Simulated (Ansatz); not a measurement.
`NC(=O)[SiH3]` + `C=CCOCF` → `FCOC[SiH3]` + `C=CC(N)=O`  (formal exchange of groups at the Si–C bond)

Isolated molecules relaxed with PBE0-D4/def2-TZVP in Ansatz; ΔE leaves out vibrations. CCSD(T)/CBS is the MP2 limit (def2-TZVPP, def2-QZVPP) plus CCSD(T) − MP2 in def2-TZVPP, frozen cores. DFT in def2-TZVPP. B3LYP here is the variant with VWN-RPA as its local correlation; programs differ in this. One conformer a species, not always the lowest.

**Question.** Is it downhill or uphill in electronic energy at CCSD(T)/CBS, and by how much? (Estimate.)

**Answer.** Computed: Downhill: ΔE = -0.16 eV.

**Question.** What do these levels give: PBE0-D4, B3LYP-D4, ωB97X-V, B2PLYP, PBE, HF/def2-TZVPP, SCS-MP2/def2-TZVPP, CCSD/def2-TZVPP, HF/def2-QZVPP, MP2/def2-QZVPP, SCS-MP2/def2-QZVPP, HF/CBS(def2)? (An estimate is asked.)

**Answer.** Ansatz gave: PBE0-D4 -0.19, B3LYP-D4 -0.17, ωB97X-V -0.19, B2PLYP -0.15, PBE -0.13, HF/def2-TZVPP -0.17, SCS-MP2/def2-TZVPP -0.15, CCSD/def2-TZVPP -0.17, HF/def2-QZVPP -0.16, MP2/def2-QZVPP -0.16, SCS-MP2/def2-QZVPP -0.14, HF/CBS(def2) -0.16 eV.

Largest T1 diagnostic among the species: 0.016.

From PBE to PBE0 (25 % exact exchange), in def2-TZVPP and without D4, ΔE moves by −0.03 eV. The D4 term adds −0.04 eV with B3LYP and −0.02 eV with PBE0; it sums over pairs of atoms, weighted by their polarisabilities, and B3LYP, whose exchange is more repulsive, gets the larger term.
